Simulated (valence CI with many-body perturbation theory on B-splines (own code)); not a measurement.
**Hyperfine factors and g values of Ar¹¹⁺**

Computed by configuration interaction combined with many-body perturbation theory (CI+MBPT): five valence electrons over a frozen Dirac-Fock core [He], a basis of 11 s, 11 p, 10 d, 8 f, 5 g, 2 h functions for each j, with the one-electron correlation potential Σ1, the two-electron term Σ2, the three-electron term Σ3, Breit, model QED; selected CI, second order for the rest, scaled by the run's own slope (own B-spline code, finite nucleus).

No measured spectrum was set against this ion. As an estimate, levels of excited configurations hold to 0.05 to 0.15 % of their energy, terms of the ground configuration to about 0.5 %. Among the levels kept, up to 4900 cm⁻¹ of a level comes from second order outside the variational space, and about a tenth of that is noise between levels of different J, which matters for small intervals.

A/g_I is the dipole constant over the nuclear g factor μ/I (μ in nuclear magnetons, uniformly magnetised nucleus), B/Q the quadrupole constant per barn. Both hold the static response of the core; the bare values leave it out. Large factors of s and p1/2 electrons are usually good to 5 to 10 %; those of open d and f shells near neutrality can be off by tens of per cent, and small factors of p3/2, d and f electrons come from cancelling terms and can be off by a factor of two or in sign, in half-filled shells by more. B is blank for J = 1/2, where it vanishes, and for nearly pure S terms. Energies count from the lowest level.

Letters in brackets count levels of one name in rising energy.

| Level | E (× 10³ cm⁻¹) | g | A/g_I (MHz) | A/g_I bare | B/Q (MHz/b) | B/Q bare |
| --- | --- | --- | --- | --- | --- | --- |
| 2s²2p³ ⁴S°_3/2 | 0.00 | 1.994 | 97.7 | 1970 |  |  |
| 2s²2p³ ²D°_3/2 | 95.12 | 0.837 | 8670 | 8470 | 9400 | 9470 |
| 2s²2p³ ²D°_5/2 | 98.44 | 1.199 | 14200 | 14500 | -190 | -192 |
| 2s²2p³ ²P°_1/2 | 149.59 | 0.664 | 40100 | 39200 |  |  |
| 2s²2p³ ²P°_3/2 | 154.44 | 1.300 | 7870 | 8470 | -9630 | -9700 |
| 2s2p⁴ ⁴P_5/2 | 446.07 | 1.598 | 32800 | 32800 | 13900 | 14000 |
| 2s2p⁴ ⁴P_3/2 | 458.24 | 1.733 | 30200 | 30300 | -11100 | -11200 |
| 2s2p⁴ ⁴P_1/2 | 464.21 | 2.666 | 64900 | 64900 |  |  |
| 2s2p⁴ ²D_3/2 | 614.32 | 0.801 | -9770 | -8740 | -19500 | -19700 |
| 2s2p⁴ ²D_5/2 | 614.92 | 1.200 | 38600 | 37600 | -27900 | -28100 |
| 2s2p⁴ ²S_1/2 | 716.04 | 1.921 | 124000 | 119000 |  |  |
| 2s2p⁴ ²P_3/2 | 746.43 | 1.330 | -3310 | -1660 | 13800 | 13900 |
| 2s2p⁴ ²P_1/2 | 762.53 | 0.747 | 32000 | 29900 |  |  |
| 2p⁵ ²P°_3/2 | 1167.2 | 1.333 | 6410 | 7530 | -13400 | -13500 |
| 2p⁵ ²P°_1/2 | 1186.9 | 0.664 | 40300 | 38900 |  |  |
| 2s²2p²3s ⁴P_1/2 | 2864.7 | 2.621 | 18500 | 19500 |  |  |
| 2s²2p²3s ⁴P_3/2 | 2873.2 | 1.726 | 8410 | 9060 | 11300 | 11400 |
| 2s²2p²3s ⁴P_5/2 | 2883.8 | 1.592 | 15000 | 15600 | -14000 | -14100 |
| 2s²2p²3s ²P_1/2 | 2896.5 | 0.716 | 3170 | 2970 |  |  |
| 2s²2p²3s ²P_3/2 | 2909.1 | 1.314 | 9280 | 10300 | -12900 | -13000 |
| 2s²2p²3s ²D_5/2 | 2955.6 | 1.207 | 18000 | 17800 | 28400 | 28600 |
| 2s²2p²3s ²D_3/2 | 2956.4 | 0.824 | 9700 | 9960 | 19000 | 19100 |
| 2s²2p²3p ²S°_1/2 | 2982.1 | 1.811 | 1710 | 3760 |  |  |
| 2s²2p²3p ⁴D°_1/2 | 2990.7 | 0.235 | 7240 | 6340 |  |  |
| 2s²2p²3p ⁴D°_3/2 | 2994.4 | 1.236 | 3720 | 4070 | 4360 | 4390 |
| 2s²2p²3p ⁴D°_5/2 | 3002.4 | 1.382 | 3300 | 3880 | 4860 | 4890 |
| 2s²2p²3p ⁴P°_1/2 | 3009.1 | 2.586 | -7480 | -5170 |  |  |
| 2s²2p²3p ⁴P°_3/2 | 3009.4 | 1.632 | 6080 | 6990 | -7770 | -7830 |
| 2s²2p²3p ⁴D°_7/2 | 3012.1 | 1.423 | 6970 | 7580 | -10500 | -10600 |
| 2s²2p²3p ⁴P°_5/2 | 3015.7 | 1.522 | 7060 | 7850 | -3120 | -3140 |
| 2s²2p²3p ²D°_3/2 [a] | 3023.5 | 0.874 | 13000 | 12700 | -5500 | -5540 |
| 2s²2p²3s ²S_1/2 | 3034.2 | 1.999 | 33100 | 32100 |  |  |
| 2s²2p²3p ⁴S°_3/2 | 3036.9 | 1.971 | 7480 | 8810 |  |  |
| 2s²2p²3p ²D°_5/2 [a] | 3037.8 | 1.252 | 8360 | 8790 | -3620 | -3640 |
| 2s²2p²3p ²P°_3/2 [a] | 3048.5 | 1.339 | 8020 | 8700 | 4900 | 4940 |
| 2s²2p²3p ²P°_1/2 [a] | 3049.5 | 0.696 | 14200 | 13700 |  |  |
| 2s²2p²3p ²F°_5/2 | 3085.4 | 0.872 | 12500 | 12400 | 25000 | 25100 |
| 2s²2p²3p ²F°_7/2 | 3089.2 | 1.147 | 8930 | 9020 | 32000 | 32200 |
| 2s2p³3s ⁶S°_5/2 | 3092.9 | 1.999 | 33300 | 33700 |  |  |
| 2s²2p²3p ²D°_3/2 [b] | 3111.1 | 0.851 | 10100 | 9990 | 11500 | 11600 |

Q: Take the isotope of mass number 39, with I = 7/2, μ = -1.59 μN and Q = -0.116 b. What is the hyperfine structure of 2s²2p³ ²D°_5/2?

A: From the table A = -6450 MHz, B = 22.1 MHz. Shifts from the centre of gravity in MHz: F = 1: 72600, F = 2: 59700, F = 3: 40300, F = 4: 14500, F = 5: -17700, F = 6: -56400.
